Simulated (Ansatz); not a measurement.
Cartesian coordinates in Å:
```
N -1.172 1.108 -0.106
Si 0.410 0.547 0.257
C 0.419 -1.327 0.013
F 0.064 -1.617 -1.308
H -1.454 2.034 0.172
H -1.580 0.862 -0.995
H 1.509 1.111 -0.582
H 0.705 0.865 1.680
H 1.405 -1.763 0.202
H -0.305 -1.820 0.669
```

The species carries charge 0 and has multiplicity 1.

Task: List the CAM-B3LYP/def2-TZVPP orbital energies in eV (the Gaussian-basis code of Ansatz). (An estimate is asked.)

Result: Ansatz gave: Occupied: -1801.01, -673.10, -390.99, -280.37, -145.55, -100.88, -100.87, -100.86, -34.50, -25.41, -21.02, -16.66, -15.51, -15.18, -15.07, -13.84, -12.65, -11.48, -11.11, -10.09, -8.93. Lowest empty: 1.24, 2.04, 2.71, 2.77, 3.31, 3.60, 3.74, 4.04.
